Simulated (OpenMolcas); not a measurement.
## Ionisation energies of nitrogen

* Program: OpenMolcas 26.06
* Basis: ANO-RCC [8s7p4d3f2g]
* Scalar Hamiltonian: DKH2, point nucleus
* Spin-orbit coupling: state interaction with AMFI integrals over the reference wave functions, term energies averaged over their components

Active shells in each charge state: the valence s, p shells, with orbitals averaged over the low states. Where CASPT2's correlated closed shells are named, they are those of the first ion.

A. CASSCF
B. SS-CASPT2, IPEA 0.25 Eh, imaginary shift 0.1 Eh (closed shells correlated: 1s)
C. SS-CASPT2, IPEA 0 Eh, imaginary shift 0.1 Eh (closed shells correlated: 1s)
D. SS-CASPT2, IPEA 0.25 Eh, imaginary shift 0.1 Eh (closed shells correlated: none)

Energies in eV between the lowest computed levels, named as in B; reference values from the NIST Atomic Spectra Database with their kind.

```
              From                  To       A       B       C       D  Spin-orbit share in B                Reference
    N+ 2s² 2p² ³P₀  N2+ 2s² 2p ²P°_1/2  28.418  29.437  29.510  29.384                 -0.002  29.601 (semi-empirical)
N2+ 2s² 2p ²P°_1/2         N3+ 2s² ¹S₀  46.197  47.251  47.313  47.173                 +0.014  47.445 (semi-empirical)
       N3+ 2s² ¹S₀       N4+ 2s ²S_1/2  77.346  77.431  77.432  77.420                 +0.000        77.474 (measured)
     N4+ 2s ²S_1/2         N5+ 1s² ¹S₀  97.766  97.857  97.858  97.766                 +0.000        97.890 (measured)
```

Steps that some method lacks are left out, and so are those with a state whose active s or d shell is doubly occupied in every root (s and p with five to eight electrons, d10) over a frozen core shell of the same l, since the two then mix freely.

Error against the reference values, in %:

```tsv
From	Reference	A	B	C	D
N+	semi-empirical	-4.0	-0.6	-0.3	-0.7
N2+	semi-empirical	-2.6	-0.4	-0.3	-0.6
N3+	measured	-0.2	-0.1	-0.1	-0.1
N4+	measured	-0.1	0	0	-0.1
```

Mean absolute error over the 2 measured values: A 0.13 eV, B 0.04 eV, C 0.04 eV, D 0.09 eV.

° marks odd parity.
